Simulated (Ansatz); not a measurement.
Consider the substitution at a C–Ga bond: `N[CH2][GaH][OH]` + CH₃OH → `COCN` + `[OH][GaH2]`.

Isolated molecules relaxed with PBE0-D4/def2-TZVP in Ansatz; ΔE leaves out vibrations. CCSD(T)/CBS adds triple-zeta CCSD(T) − MP2 to the extrapolated MP2 energy (def2 sets, frozen cores). This one scheme is used for every species. DFT in def2-TZVPP. B3LYP here is the variant with VWN-RPA as its local correlation; programs differ in this. For Ga outer-core shells are correlated without core-valence functions, which leaves a few kJ/mol of doubt a bond. Scalar relativity is left out up to krypton. One conformer a species, not always the lowest.

```
         level  ΔE (kJ/mol)
         B3LYP          8.4
MP2/def2-TZVPP         13.3
```

Q: What does CCSD(T)/CBS give? (Estimate.)

A: The calculation gave: +16.2 kJ/mol. The listed levels differ from it by -7.8, -2.9 kJ/mol.

Largest T1 diagnostic among the species: 0.015.

In def2-TZVPP, CCSD(T) changes the Hartree–Fock value by +14.3 kJ/mol (the triples alone add +0.4 kJ/mol) and MP2 by +18.7 kJ/mol.
